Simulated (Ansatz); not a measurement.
A geometry relaxed with CAM-B3LYP-D3(BJ)/def2-TZVP run with Ansatz (a first-principles code), charge 0, multiplicity 1:

```xyz
15

C      0.7974     0.8216    -0.0996
C     -0.1954    -0.2713    -0.3545
H      1.1159    -1.8737     0.3093
H      0.8175     1.2045     0.9191
C      1.6206     1.3331    -0.9970
H     -2.3443    -0.5670    -0.2943
H     -0.6016    -2.2934     0.3202
C      0.1146    -1.4921     0.5092
H     -0.1126    -0.5619    -1.4057
C     -1.6178     0.2240    -0.1017
H      1.6294     0.9774    -2.0211
H      2.3159     2.1237    -0.7476
H     -1.7379     0.5400     0.9372
H      0.0579    -1.2390     1.5705
H     -1.8596     1.0740    -0.7399
```

Problem. Write the SMILES of this molecule.

Solution. `C=CC(C)C`
